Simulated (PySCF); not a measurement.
**Electronic absorption of 3,3-dimethylpentane**

Compound: 3,3-dimethylpentane, C7H16.
InChI=1S/C7H16/c1-5-7(3,4)6-2/h5-6H2,1-4H3

Level of theory: TDDFT B3LYP/def2-SVPD, vertical, gas phase, core orbitals frozen in the response (PySCF). The structure is a single PBE0-D3(BJ)/def2-SVP conformer in the gas phase; no vibrational or solvent corrections. Torsions of this conformer, `[CH3:1][CH2:2][C:3]([CH3:4])([CH3:5])[CH2:6][CH3:7]`: C1–C2–C3–C4 64°, C2–C3–C6–C7 -57°.

| state | E (eV) | ν̃ (cm⁻¹) | f | \|μ\| (D) | symmetry | main configurations (H = HOMO, L = LUMO) |
| --- | --- | --- | --- | --- | --- | --- |
| S1 | 7.85 | 63310 | 0.016 | 0.74 | B | H→L (99%) |
| S2 | 8.04 | 64880 | 0.0073 | 0.49 | A | H-1→L (99%) |
| S3 | 8.10 | 65360 | 0.015 | 0.69 | B | H-2→L (98%) |
| S4 | 8.54 | 68880 | 0.060 | 1.36 | B | H→L+1 (98%) |
| S5 | 8.56 | 69010 | 0.0034 | 0.33 | A | H→L+2 (97%) |
| S6 | 8.65 | 69740 | 0.0047 | 0.38 | A | H-3→L (48%), H-1→L+1 (24%), H→L+3 (19%) |
| S7 | 8.74 | 70480 | 0.0080 | 0.49 | A | H→L+3 (57%), H-2→L+2 (22%), H-3→L (15%) |
| S8 | 8.75 | 70540 | 0.011 | 0.57 | B | H-1→L+2 (87%), H-4→L (10%) |
| S9 | 8.76 | 70640 | 0.065 | 1.40 | A | H-1→L+1 (72%), H-3→L (14%), H→L+3 (10%) |
| S10 | 8.77 | 70700 | 0.018 | 0.74 | B | H-2→L+1 (84%) |

Triplets (Tamm–Dancoff): T1 7.73 eV, H→L (97%); T2 7.92 eV, H-1→L (97%); T3 7.98 eV, H-2→L (96%); T4 8.42 eV, H→L+1 (94%).

The lowest singlet lies at 7.85 eV (158 nm, vacuum ultraviolet) and is weak; its leading configuration is HOMO→LUMO (99%). The strongest level in the table is S9 at 8.76 eV (142 nm, f = 0.065). S7/S8 and S9/S10 lie within about 0.01 eV of each other in each set. Löwdin shares by element: HOMO carbon 59% or more (atoms not listed hold the other 41%); LUMO carbon 34% or more (atoms not listed hold the other 66%). Orbital energies (eV): HOMO-3 -9.22, HOMO-2 -8.58, HOMO-1 -8.52, HOMO -8.32, LUMO 0.36, LUMO+1 1.02, LUMO+2 1.04. Weighted by f, the mean energy of these states is 8.55 eV. The oscillator strengths of these states sum to 0.208; summed over the whole spectrum of an exact calculation they would give the number of electrons, 58 (Thomas–Reiche–Kuhn). All these states lie below the vertical ionisation energy of 10.27 eV (ΔSCF). Symmetry labels in C2 follow from the direction of the transition dipole and are given only for states with f of 0.002 or more. Singlets were solved by full linear response, triplets in the Tamm–Dancoff approximation.
